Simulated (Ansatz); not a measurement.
The cluster MgAg₆⁺. Charge 1, multiplicity 2. Geometry PBE-D4/def2-SVP.

```xyz
7

Mg   -0.6911   -2.1833    0.4121
Ag    1.7867   -1.4961   -0.6014
Ag   -0.5443   -0.0838   -1.3995
Ag    0.5488    0.0991    1.3953
Ag   -2.2420    0.0572    0.8727
Ag    1.8179    1.3229   -0.7958
Ag   -0.6760    2.2840    0.1168
```

In the def2 sets Ag takes a core potential; there is no spin–orbit coupling. No other spin state of charge 1 was run. The structure comes from a short search, and lower isomers may exist.

Q: Estimate the α-spin orbital energies around the gap (eV) in Ansatz with PBE-D4/def2-TZVP, r2SCAN-D4/def2-TZVP, B97M-V/def2-TZVP, PBE0-D4/def2-SVP, BHLYP-D4/def2-TZVP.

A: 
```csv
orbital,PBE-D4/def2-TZVP,r2SCAN-D4/def2-TZVP,B97M-V/def2-TZVP,PBE0-D4/def2-SVP,BHLYP-D4/def2-TZVP
HOMO−9,-11.26,-11.47,-11.57,-12.89,-14.45
HOMO−8,-11.18,-11.39,-11.51,-12.88,-14.40
HOMO−7,-11.16,-11.36,-11.47,-12.82,-14.36
HOMO−6,-11.12,-11.32,-11.45,-12.81,-14.35
HOMO−5,-11.06,-11.28,-11.38,-12.79,-14.24
HOMO−4,-11.01,-11.21,-11.33,-12.70,-14.19
HOMO−3,-10.96,-11.17,-11.28,-12.65,-13.85
HOMO−2,-9.29,-9.27,-9.28,-9.79,-10.17
HOMO−1,-9.27,-9.25,-9.18,-9.71,-10.04
HOMO,-8.20,-8.25,-8.11,-8.59,-8.87
LUMO,-6.94,-6.71,-6.83,-6.19,-5.50
LUMO+1,-6.89,-6.66,-6.79,-6.12,-5.37
LUMO+2,-6.61,-6.38,-6.54,-5.75,-5.00
LUMO+3,-5.69,-5.59,-5.67,-5.05,-4.35
LUMO+4,-5.34,-5.18,-5.30,-4.61,-4.01
LUMO+5,-5.14,-4.93,-5.19,-4.41,-3.73
β HOMO,-9.19,-9.14,-9.10,-9.59,-9.91
β LUMO,-7.86,-7.62,-7.78,-6.96,-6.13
```
